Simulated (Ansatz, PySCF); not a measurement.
C5H5Cl, SMILES Cl/C=C(\C)C#C. Atoms are numbered in the order given.

```xyz
11

C     -0.6570     3.0297     0.0000
C     -0.2840     1.8746     0.0000
C      0.2061     0.5325     0.0000
C      1.6929     0.3387     0.0000
C     -0.6995    -0.4653     0.0000
Cl    -0.2922    -2.1353     0.0000
H     -0.9972     4.0487     0.0000
H      2.1391     0.8165    -0.8858
H      2.1391     0.8165     0.8858
H      1.9521    -0.7271     0.0000
H     -1.7736    -0.2727     0.0000
```
Charge 0, spin multiplicity 1.

The structure is a stationary point at PBE0-D3(BJ)/def2-SVP. The structure was generated by enumeration; whether it is a known compound was not checked.

Two levels are set side by side: PBE-D3(BJ)/def2-SVP (Ansatz, a quantum-chemistry and plane-wave program) and PBE0-D3(BJ)/def2-SVP (Ansatz). Each level has its own optimised geometry; the coordinates shown are those of the second. Frequencies come from the Hessian of PySCF at each geometry. Differences are taken from unrounded values.

```
quantity                            PBE0-D3(BJ)  PBE-D3(BJ)  PBE-D3(BJ) minus PBE0-D3(BJ)
----------------------------------  -----------  ----------  ----------------------------
mean bond length (Å)                      1.267       1.276                         0.009
bond C1–C2 (Å)                            1.214       1.227                         0.013
bond C2–C3 (Å)                            1.429       1.429                         0.000
bond C3–C4 (Å)                            1.499       1.508                         0.009
bond C3–C5 (Å)                            1.347       1.362                         0.015
bond C5–Cl6 (Å)                           1.719       1.731                         0.012
bond C1–H7 (Å)                            1.074       1.081                         0.007
bond C4–H8 (Å)                            1.101       1.109                         0.008
bond C4–H9 (Å)                            1.101       1.109                         0.008
bond C4–H10 (Å)                           1.097       1.105                         0.008
bond C5–H11 (Å)                           1.091       1.099                         0.008
highest harmonic wavenumber (cm⁻¹)         3489        3407                           -82
mean harmonic wavenumber (cm⁻¹)            1313        1266                           -47
zero-point energy (kcal/mol)              50.69       48.88                         -1.81
```

Exact exchange shortens and stiffens bonds; PBE has none. Differences between two approximate levels are no errors against the true value.
